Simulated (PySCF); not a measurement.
pentalene (C8H6), SMILES C1=CC2C(C=CC=2)=C1. Geometry: ωB97X-D3(BJ)/def2-SVP.

Give the equilibrium geometry at ωB97X-D3(BJ)/def2-SVP (PySCF confirms it by a frequency run) as a Z-matrix, and its point group. (The exact figures need the calculation; the answer reports its results.)

point group C2h.
```
C
C 1 1.3505
H 2 1.0926 1 127.92
C 1 1.4695 2 108.50 3 180.00
C 4 1.3505 1 108.50 2 180.00
H 5 1.0926 4 127.92 1 180.00
C 1 1.4826 2 144.39 3 0.00
C 7 1.3532 1 106.80 2 180.00
H 7 1.0904 8 126.79 5 180.00
H 8 1.0918 7 126.25 9 0.00
C 4 1.4826 5 144.39 6 0.00
C 11 1.3532 4 106.80 5 180.00
H 11 1.0904 12 126.79 2 180.00
H 12 1.0918 11 126.25 13 0.00
```
